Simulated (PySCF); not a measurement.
Two-component Hartree-Fock for Ge²⁰⁺ (germanium, charge +20)

Start: [Ne] 3s2. Calculated with PySCF 2.14 in an even-tempered Gaussian basis (18 s from 0.74 bohr⁻², ratio 2.6; 13 p from 0.96 bohr⁻², ratio 2.6; 7 d from 0.99 bohr⁻², ratio 2.8; 4 f from 16 bohr⁻², ratio 2.8): generalised Hartree-Fock with the X2C-1e Hamiltonian and a Gaussian nucleus; spin-orbit coupling (SO) screened by Boettger's factors.

```csv
spinor shell,electrons,"ε, screened SO (eV)",weight of nominal j (screened SO),"rms radius, screened SO (bohr)"
1s1/2,2,-12021.0,1.000,0.0541
2s1/2,2,-2256.4,1.000,0.223
2p1/2,2,-2094.9,1.000,0.197
2p3/2,4,-2061.5,1.000,0.200
3s1/2,2,-832.96,1.000,0.555
```

| quantity | screened SO |
| --- | --- |
| E (hartree) | -1866.63714 |
| M_J | 0 |
| ⟨J²⟩ | 0.000 |
| ⟨L²⟩ | 0.001 |
| ⟨S²⟩ | 0.001 |
